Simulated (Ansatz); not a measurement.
`COC(O)F` and `OC(F)[SeH]` differ in one atom or group.

Ansatz, PBE0-D4/def2-TZVP geometries, multiplicity 1. Each molecule was computed in one conformer, which needn't be the lowest.

Scalar relativity is left out up to krypton. Spin–orbit coupling is left out; it splits and shifts lone-pair levels of the heavy atoms by tenths of an eV.

```tsv
property	`COC(O)F`
size of the dipole moment (B3LYP/def2-TZVPP) / D	2.17
ideal-gas entropy at 298 K and 1 bar (rigid rotor, harmonic PBE0-D4/def2-TZVP) / J/(mol·K)	312
HOMO energy (PBE0/def2-TZVPP) / eV	-8.42
HOMO energy (ωB97M-V/def2-TZVPP) / eV	-10.87
LUMO energy (B3LYP/def2-TZVPP) / eV	0.87
LUMO energy (PBE/def2-TZVPP) / eV	0.39
```

What does the change do to each property? (An estimate is asked.)

Ansatz gave: 
| property | `OC(F)[SeH]` | shift |
| --- | --- | --- |
| size of the dipole moment (B3LYP/def2-TZVPP) / D | 0.45 | -1.72 |
| ideal-gas entropy at 298 K and 1 bar (rigid rotor, harmonic PBE0-D4/def2-TZVP) / J/(mol·K) | 310 | -2 |
| HOMO energy (PBE0/def2-TZVPP) / eV | -7.18 | 1.24 |
| HOMO energy (ωB97M-V/def2-TZVPP) / eV | -9.40 | 1.47 |
| LUMO energy (B3LYP/def2-TZVPP) / eV | -0.71 | -1.58 |
| LUMO energy (PBE/def2-TZVPP) / eV | -1.33 | -1.72 |

With PBE0 the HOMO rises by 1.24 eV and the LUMO falls by 1.69 eV, so the gap narrows by about 2.93 eV. PBE moves the HOMO by 0.76 eV and ωB97M-V by 1.47 eV. The zero-point energy changes by -92.3 kJ/mol with -9 modes. Dipoles are sizes alone; their direction can turn.

Positive LUMOs are unbound, so they and the gaps depend on the basis.

B3LYP here is the variant with VWN-RPA as its local correlation; programs differ in this.
